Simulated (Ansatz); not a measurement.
## Four-centre ligand exchange

Start structure (Si₂H₈O₂, singlet), relaxed at PBE0-D4/def2-TZVP:

```
12
angstrom
Si -0.5586 -0.6787 1.7309
H 0.8707 -1.0811 1.7689
H -1.3110 -1.6207 2.6109
H -0.7234 0.6994 2.2395
O -1.2012 -0.7705 0.2071
H 1.8025 1.3695 0.0092
O 0.8954 1.1166 -0.1635
Si 0.5297 0.7152 -1.7283
H -1.6128 -1.6017 -0.0303
H 1.4490 1.4692 -2.6306
H 0.7249 -0.7314 -2.0037
H -0.8653 1.1141 -2.0100
```

The step: SiH₄O ([OH][SiH3]) + SiH₄O ([OH][SiH3]) → Si₂H₆O₂ ([OH][SiH2][O][SiH3]) + H₂; bonds formed: Si1–O7, H2–H6; bonds broken: Si1–H2, H6–O7. Computed with Ansatz 0.2.0 (basis: def2-TZVPP and def2-QZVPP); correlated methods freeze the cores. Extrapolation: Hartree–Fock as exp(−7.88 √X), correlation as X^−2.97. Energies below are by CCSD(T) at an estimated basis limit (MP2 extrapolated from triple and quadruple zeta, plus CCSD(T) − MP2 in triple zeta).

Q: What are the electronic barrier and the energy of the step, from the start structure to the end structure? (Judge from chemistry; the value comes from the calculation.)

A: The calculation gives: Barrier 139.3 kJ/mol; step energy -104.8 kJ/mol (downhill); reverse barrier, their difference, 244.1 kJ/mol. Barrier and step energy count from the start structure, the reverse barrier from the end structure.

The saddle point: One imaginary mode of 1184i cm⁻¹.
```
  pair  start (Å)  saddle (Å)  end (Å)
Si1–O7       2.99        1.84     1.63
 H2–H6       3.16        1.17     0.75
Si1–H2       1.49        1.72     4.24
 H6–O7       0.96        1.10     2.71
```

Zero-point energy (harmonic, PBE0-D4): ZPE is 205.8 kJ/mol at the start and 198.9 kJ/mol at the saddle, so the barrier goes from 139.3 to 132.4 kJ/mol.

The T1 diagnostic stays at or below 0.012.

Labels in which every atom is bracketed show which atoms are joined, not bond orders.

For scale, one of the runs: CCSD(T)/def2-TZVPP, 258 basis functions, launched by `ansatz run in.yaml --threads 4 --pin off --events-out ev --progress --plain --max-ram 9574MiB`. Time: 2.4 min of wall clock on 4 CPU threads of an Arm Neoverse V1; the host was shared. Peak host memory: 5.7 GiB.
